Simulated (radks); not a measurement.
The numbers below are computed, except where a source is named.
The cobalt ion Co+ inside a hard spherical wall (all orbitals vanish at R), configuration held at [Ar] 3d8 and not refilled when levels cross. Level of theory: scalar-relativistic Kohn-Sham, LDA (Slater exchange, VWN5 correlation), spin-unpolarised, spherical densities, finite nucleus; Fermi nuclear charge, rms radius 3.7875 fm (a radial shooting solver on a logarithmic mesh with Libxc functionals). Eigenvalues in eV, with the zero of energy where the potential of the charges vanishes at infinity; a dash marks a level that is unbound or too diffuse for the functional's potential to be trusted. A positive occupied level is held by the wall or, in an anion where self-interaction has pushed it up, behind a barrier. The pressure on the wall is -dE/dV.

R (bohr)	E (hartree)	kinetic (hartree)	e(2p)	e(3s)	e(3p)	e(3d)	e(4s, empty)	e(4p, empty)	pressure (GPa)
free	-1390.53761	1407.826	-772.05	-105.18	-68.985	-12.570	-11.407	-6.458	0
15	-1390.53761	1407.826	-772.05	-105.18	-68.985	-12.570	-11.407	-6.458	< 0.0001
10	-1390.53761	1407.826	-772.05	-105.18	-68.985	-12.570	-11.406	-6.445	< 0.0001
8	-1390.53755	1407.827	-772.05	-105.17	-68.978	-12.563	-11.392	-6.347	0.00375
6	-1390.53580	1407.842	-771.91	-105.04	-68.849	-12.443	-11.143	-5.615	0.199
5	-1390.52782	1407.897	-771.47	-104.64	-68.456	-12.072	-10.384	-4.137	1.55
3.5	-1390.40943	1408.483	-767.82	-101.51	-65.413	-9.045	-3.794	5.351	43.5
2	-1387.77722	1419.106	-736.34	-79.031	-42.817	16.999	68.793	87.653	4130
1.5	-1379.03656	1450.930	-681.84	-40.785	-2.133	63.171	213.68	234.57	37900
